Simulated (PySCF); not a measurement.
AgI, charge +1, multiplicity 2. Atoms are numbered in the order given.

```xyz
2

Ag     0.0000     0.0000    -1.4338
I      0.0000     0.0000     1.2714
```
Charge +1, spin multiplicity 2.

The structure is a stationary point at B3LYP-D3(BJ)/def2-TZVP. The spin state was assumed, not searched. The def2 effective core potentials stand for the cores of Ag, I; spin–orbit coupling is left out.

Computed with PySCF with PBE/def2-TZVPD.

Gas-phase values at a fixed geometry.

```json
{
 "total_energy": "-444.41435 hartree",
 "point_group": "C∞v",
 "α spin, highest occupied and lowest empty level": "-12.54 and -9.31 eV",
 "β spin, highest occupied and lowest empty level": "-12.24 and -12.13 eV",
 "dipole_moment_about_the_centre_of_nuclear_charge": "2.34 D",
 "⟨S²⟩": "0.753 (pure state 0.75)"
}
```
